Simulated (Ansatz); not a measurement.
Harmonic frequencies (cm⁻¹) at PBE0-D4/def2-TZVP from Ansatz: 119, 197, 464, 621, 648, 684, 733, 856, 857, 878, 1268, 1449, 1454, 2160, 2164, 3066, 3155, 3166.

**Question.** Which molecule is it?
A. `F[CH2][GeH3]`
B. `[CH3][GeH2][F]`
C. `[OH][GeH2][F]`
D. `[CH3][GeH]([OH])[F]`

**Answer.** B.
